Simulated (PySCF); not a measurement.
Si(F)2(OMe)(SH) (CH4F2OSSi), SMILES CO[Si](F)(F)S. Atoms are numbered in the order given.

```xyz
10

C     -2.0653     0.6838     1.0650
O     -1.2121     0.8974    -0.0521
Si     0.0783    -0.0434    -0.4487
F     -0.3720    -1.5148    -0.9624
F      0.7801     0.7153    -1.6931
S      1.4171    -0.3955     1.1689
H     -1.4899     0.4090     1.9768
H     -2.8018    -0.1222     0.8574
H     -2.6188     1.6229     1.2634
H      1.5544     0.9400     1.4085
```
Charge 0, spin multiplicity 1.

Geometry optimised at PBE-D3(BJ)/def2-SVP. The structure was generated by enumeration, and PubChem lists no compound with its InChIKey, so it may never have been made. Other conformers were not sampled.

All values below come from PBE/def2-TZVP in PySCF.

Gas-phase values at a fixed geometry.

Computed frontier levels, gap, dipole moment and polarisability:
| Quantity | Value |
|---|---|
| highest occupied level | -6.95 eV |
| lowest empty level | -0.96 eV |
| orbital gap | 5.99 eV |
| dipole moment | 2.69 D |
| quadrupole, principal values (traceless, Buckingham form, about the centre of nuclear charge) | -5.73, 1.95, 3.78 D·Å |
| mean static polarisability | 58.0 bohr³ (8.59 Å³) |
| polarisability, principal values | 50.7, 57.3, 66.0 bohr³ |
